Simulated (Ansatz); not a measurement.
`[OH][Ge]([Cl])[Cl]` radical, one more setting.

```yaml
crystal:
  periodic: [false, false, false]
  atoms:
    - {symbol: O, position_ang: [-0.072243, 1.281876, -0.199022]}
    - {symbol: Ge, position_ang: [-0.434880, -0.337306, 0.413289]}
    - {symbol: Cl, position_ang: [1.439541, -1.392443, 0.675183]}
    - {symbol: Cl, position_ang: [-1.614484, -1.269266, -1.119823]}
    - {symbol: H, position_ang: [0.731866, 1.643438, 0.188973]}
basis:
  gaussian: {orbitals: def2-mTZVPP}
magnetization: {spin_polarized: false, initial_magnetization: 1}
hamiltonian: {xc: {name: SVWN5}}
accuracy: high
output: {forces: true}
```

```sh
$ ansatz run in.yaml --threads 4 --pin off --events-out ev --progress --plain --max-ram 10444MiB
```

Shortened log:

```
Functional definition: SVWN5
2146 factors; integrals over basis functions are off by at most 4.4e-9 eV
mean field evaluation 1: about -83442.8830 eV, gradient 6.7e1 eV
mean field evaluation 2: about -83442.8861 eV, gradient 6.7e1 eV
mean field evaluation 4: about -83446.8048 eV, gradient 3.3e1 eV
mean field evaluation 8: about -83449.8752 eV, gradient 2.7e-1 eV
mean field evaluation 16: about -83449.8750 eV, gradient 1.1e-3 eV
mean field -83449.87497209 eV, -3066.7263408674 hartree, gradient 1.2e-8 eV, S^2 0.750000; 1 other end points of the search recorded, 0 dependent functions left out
reference -83449.87497455 eV, -3066.7263409578 hartree; 38, 37 occupied and 81, 82 virtual orbitals, 2146 factors
Total energy: -83449.87497455 eV, -3066.7263409578 hartree
Atom 0 at    -0.072243     1.281876    -0.199022 Å, force    -0.586431    -0.154421    -0.386980 eV/Å
Atom 1 at    -0.434880    -0.337306     0.413289 Å, force    -0.100606    -0.049823     0.199986 eV/Å
Atom 2 at     1.439541    -1.392443     0.675183 Å, force     0.124286    -0.052340     0.003933 eV/Å
Atom 3 at    -1.614484    -1.269266    -1.119823 Å, force    -0.061436    -0.028842    -0.113017 eV/Å
Atom 4 at     0.731866     1.643438     0.188973 Å, force     0.624188     0.285426     0.296077 eV/Å
Dipole moment:     0.109532     0.240970     0.287445 e Å
```

It took 3.9 s on 4 threads of an Arm Neoverse V1 on a shared host, with 0.35 GiB of host memory at the peak.
